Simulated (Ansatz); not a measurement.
One change: `CO[B](C)[AlH2]` becomes `COB(C)F`.

Ansatz, PBE0-D4/def2-TZVP geometries, multiplicity 1. Each molecule was computed in one conformer, which needn't be the lowest.

```csv
property,`CO[B](C)[AlH2]`
LUMO energy (PBE/def2-TZVPP) / eV,-2.35
size of the dipole moment (ωB97M-V/def2-TZVPP) / D,1.33
HOMO–LUMO gap (PBE/def2-TZVPP) / eV,3.22
HOMO energy (PBE0/def2-TZVPP) / eV,-6.73
LUMO energy (PBE0/def2-TZVPP) / eV,-1.58
LUMO energy (B3LYP/def2-TZVPP) / eV,-1.77
```

(1) Give the same properties after the change, and the shifts. (Estimate.)

## Answers

(1) Ansatz gave: 
| property | `COB(C)F` | shift |
| --- | --- | --- |
| LUMO energy (PBE/def2-TZVPP) / eV | -0.05 | 2.30 |
| size of the dipole moment (ωB97M-V/def2-TZVPP) / D | 2.77 | 1.44 |
| HOMO–LUMO gap (PBE/def2-TZVPP) / eV | 7.40 | 4.18 |
| HOMO energy (PBE0/def2-TZVPP) / eV | -9.01 | -2.28 |
| LUMO energy (PBE0/def2-TZVPP) / eV | 0.83 | 2.41 |
| LUMO energy (B3LYP/def2-TZVPP) / eV | 0.49 | 2.26 |

With PBE0 the HOMO falls by 2.28 eV and the LUMO rises by 2.41 eV, so the gap widens by about 4.69 eV. PBE moves the HOMO by -1.87 eV and ωB97M-V by -2.59 eV. Dipoles are sizes alone; their direction can turn.

B3LYP here is the variant with VWN-RPA as its local correlation; programs differ in this.
